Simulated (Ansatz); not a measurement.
Cost and result up the ladder for Ga₄As₄⁻ (the lowest doublet isomer of a short search) (8 atoms). Charge -1, multiplicity 2. Geometry: r2SCAN-D4/def2-SVP.

```csv
atom,x (Å),y (Å),z (Å)
Ga1,0.655,0.893,2.516
Ga2,0.168,-2.800,-0.249
Ga3,-1.521,1.880,-0.088
Ga4,1.015,0.262,-0.307
As5,0.949,-1.223,-2.176
As6,0.940,2.477,0.526
As7,-0.850,-0.866,1.128
As8,-1.357,-0.624,-1.349
```

Ansatz on 6 threads of Intel Xeon Platinum 8488C on a shared host. Times are rough, summed over both states, and most runs start from the orbitals of an earlier one. PBE0-D4/def2-SVP serves as the yardstick here, not as an exact answer. The other state is a quartet at its own geometry, which has other bonds, so the gap mixes isomer and spin.

The structure comes from a short search, and lower isomers may exist.

Run but left out: HF/STO-3G (doublet: ⟨S²⟩ 4.00, where a pure state has 0.75).

```json
{"level": "PBE-D4/def2-SVP", "functions": "256", "wall time": "11 s"}
{"level": "revPBE-D4/def2-SVP", "functions": "256", "wall time": "11 s"}
{"level": "r2SCAN-D4/def2-SVP (with forces)", "functions": "256", "wall time": "31 s"}
{"level": "PBE0-D4/def2-SVP", "functions": "256", "wall time": "37 s"}
{"level": "BHLYP-D4/def2-SVP", "functions": "256", "wall time": "41 s"}
```

Estimate what each level gives for the quartet − doublet (eV).


```
                           level  quartet − doublet (eV)  difference from PBE0-D4/def2-SVP (eV)
                 PBE-D4/def2-SVP                    0.80                                   0.09
              revPBE-D4/def2-SVP                    0.80                                   0.09
r2SCAN-D4/def2-SVP (with forces)                    0.62                                  -0.09
                PBE0-D4/def2-SVP                    0.71                                   0.00
               BHLYP-D4/def2-SVP                    0.84                                   0.13
```
